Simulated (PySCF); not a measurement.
## `InChI=1S/C5H3NO/c1-2-5-6-3-4-7-5/h1,3-4H`

Geometry:
| atom | x (Å) | y (Å) | z (Å) |
| --- | --- | --- | --- |
| C1 | 2.083 | -2.007 | -0.575 |
| C2 | 1.210 | -1.218 | -0.340 |
| C3 | 0.196 | -0.283 | -0.066 |
| N4 | -1.067 | -0.544 | 0.119 |
| C5 | -1.648 | 0.663 | 0.349 |
| C6 | -0.689 | 1.628 | 0.293 |
| O7 | 0.489 | 1.033 | 0.028 |
| H8 | 2.837 | -2.708 | -0.780 |
| H9 | -2.698 | 0.748 | 0.536 |
| H10 | -0.703 | 2.692 | 0.412 |

The calculation used GIAO HF/aug-pcSseg-1 magnetisability, rotational g tensor and spin-rotation constants, non-relativistic, gas phase in PySCF 2.14.0. Geometry: GFN2-xTB.

**Question.** Give the nuclear spin-rotation constants along the inertial axes (H = +C I·J) beside the isotropic shieldings.

**Answer.** Rotational constants 9.7423, 2.0936, 1.7233 GHz. A star marks the isotopologue with that one atom substituted, in its own axes.
```tsv
atom	isotope	Caa (kHz)	Cbb (kHz)	Ccc (kHz)	mean (kHz)	σ (ppm)
N4	14N	2.716	0.409	0.049	1.058	-55.3
H8	1H	0.305	-0.251	-0.200	-0.048	29.1
H9	1H	0.325	-0.059	-0.183	0.028	24.5
H10	1H	0.079	-0.010	-0.182	-0.038	24.2
C1	13C*	0.923	0.622	0.559	0.701	101.1
C2	13C*	-0.360	0.696	0.582	0.306	121.8
C3	13C*	4.679	0.733	0.364	1.925	32.1
C5	13C*	4.507	0.657	0.268	1.810	55.7
C6	13C*	4.618	0.670	0.310	1.866	45.8
O7	17O*	-4.186	-0.745	-0.193	-1.708	27.9
```
For the geometry as given, no vibrational averaging.

**Question.** How do the rotational constants and the g tensor change when H8, H9, H10 are replaced by deuterium?

**Answer.** Constants 9.0594, 1.8726, 1.5518 GHz; g -0.1185, -0.0158, 0.0143, against -0.1274, -0.0177, 0.0159 before.
